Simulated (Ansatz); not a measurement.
ZnNCl₅H₃²⁻ (relaxed from a model of [Zn(NH3)Cl5]3-, whose bonding it doesn't keep). Charge -2, multiplicity 2. Geometry r2SCAN-D4/def2-SVPD; atoms count from 1.

```xyz
10

Zn   -3.268   -1.239    2.396
N    -1.819   -0.737    0.929
H    -1.027   -0.283    1.379
H    -2.232   -0.103    0.247
H    -1.504   -1.583    0.458
Cl   -5.020   -0.021    1.589
Cl   13.519   17.291    4.546
Cl   -3.317   -3.497    2.084
Cl   -2.184   -0.447    4.237
Cl    6.853   -9.382  -17.866
```

A multiply charged anion in the gas phase is held together partly by the finite basis. The gap within one spin of the relaxed charge -2 doublet nearly closes, so an electron or hole may be smeared out by delocalisation error. In the doublet geometry the species has come apart into loosely held pieces. The geometry of the doublet was relaxed on an unsound state (an occupied level 0.00 eV above an empty one).

**Question.** Estimate the Mulliken populations from the PBE0/def2-SVP orbitals of Ansatz.

**Answer.** 
| atom | charge (e) | spin (α − β) | d electrons |
| --- | --- | --- | --- |
| Zn1 | 0.65 | 0.00 | 9.98 |
| N2 | -0.25 | 0.00 | – |
| H3 | 0.12 | 0.00 | – |
| H4 | 0.12 | 0.00 | – |
| H5 | 0.12 | 0.00 | – |
| Cl6 | -0.59 | 0.00 | – |
| Cl7 | -0.50 | 0.50 | – |
| Cl8 | -0.59 | 0.00 | – |
| Cl9 | -0.59 | 0.00 | – |
| Cl10 | -0.50 | 0.50 | – |
Mulliken values and Mayer orders depend strongly on the basis.

**Question.** Where does the spin sit?

**Answer.** Summed by element: Zn 0.00, N 0.00, H 0.00, Cl 1.00, of 1 unpaired in all. Largest on single atoms: Cl10 0.50, Cl7 0.50, Zn1 0.00.

**Question.** And the Mayer bond orders between bonded heavy atoms (over 0.3)?

**Answer.** Zn1–N2 0.34 (2.12 Å); Zn1–Cl6 0.63 (2.28 Å); Zn1–Cl8 0.63 (2.28 Å); Zn1–Cl9 0.63 (2.28 Å). Values over 0.3 also appear between atoms too far apart for a bond (Cl7–Cl10 0.50 at 35.47 Å); they arise where an orbital or an unpaired electron spreads over both atoms.
